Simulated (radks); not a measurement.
Cr4+, configuration [Ar] 3d2 (the NIST ground configuration). All-electron calculation, scalar-relativistic Kohn-Sham, r2SCAN, spin-polarised, spherical densities, finite nucleus; open shells are filled with parallel spins first; meta-GGA in the generalised Kohn-Sham scheme; Fermi nuclear charge, rms radius 3.6452 fm. Program: a radial shooting solver on a logarithmic mesh with Libxc functionals. Some entries of the table are withheld. Estimate them.

orbital,occ.,eigenvalue (Ry),<r> (bohr)
1s down,1,-438.3761,0.06357
1s up,1,-438.3746,0.06357
2s up,1,-54.31362,0.2925
2s down,1,-54.21208,0.2921
2p up,3,(1),0.2599
2p down,3,(2),0.2594
3s up,1,-10.06137,0.8744
3s down,1,-9.81584,0.8776
3p up,3,-7.81387,0.9156
3p down,3,-7.56910,0.9196
3d up,2,-4.33594,1.013
3d down,0,-4.08026,1.019

Answer. 
(1) 2p up eigenvalue (Ry): -46.27403
(2) 2p down eigenvalue (Ry): -46.19632
